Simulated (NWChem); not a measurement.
## Spin states of Pb

```xyz
1

Pb     0.0000     0.0000     0.0000
```
Charge 0, spin multiplicity 3.

Program: NWChem.

Basis set: def2-TZVP. The gap is E(triplet) − E(singlet), so a negative value puts the higher spin lower. Open shells are unrestricted, coupled cluster uses restricted open-shell references, and the singlet is the closed-shell solution. The triplet is the single determinant that the SCF runs reached, with unpaired electrons in orbitals of symmetry b2u and b3u (D2h labels); it need not be the lowest triplet, which in molecules with degenerate π orbitals can need several determinants. Where the lowest singlet needs several determinants, the single determinant used here isn't a pure state and places it wrongly.

The cost column gives rough processor time relative to B3LYP; each entry includes its own SCF.

Effective core potentials replace the inner electrons of Pb; spin-orbit coupling is left out. The correlated methods keep 4 core orbitals frozen. B3LYP has NWChem's definition, with VWN1-RPA local correlation. GW and range-separated runs recompute their integrals, the others keep them in memory, which bears on the times. No SCF solution was tested for a lower state. Open-shell Hartree-Fock references start from PBE0 orbitals; any time given for them includes that run. Coupled-cluster values serve here as a point of comparison, not as the truth.

| method | vertical singlet-triplet gap (kcal/mol) | relative cost |
|---|---|---|
| B3LYP | -20.5 | 1 |
| HF | -33.0 | under 3 |
| B2PLYP | ? | under 3 |
| MP2 | ? | under 3 |
| CAM-B3LYP | ? | 3 |
| CCSD(T) | -19.6 | 10 |
| CR-CCSD(T) | -20.4 | 10 |

Problem. Fill in the missing entries.

Solution. 
- B2PLYP, vertical singlet-triplet gap (kcal/mol): -21.6
- MP2, vertical singlet-triplet gap (kcal/mol): -25.6
- CAM-B3LYP, vertical singlet-triplet gap (kcal/mol): -21.1
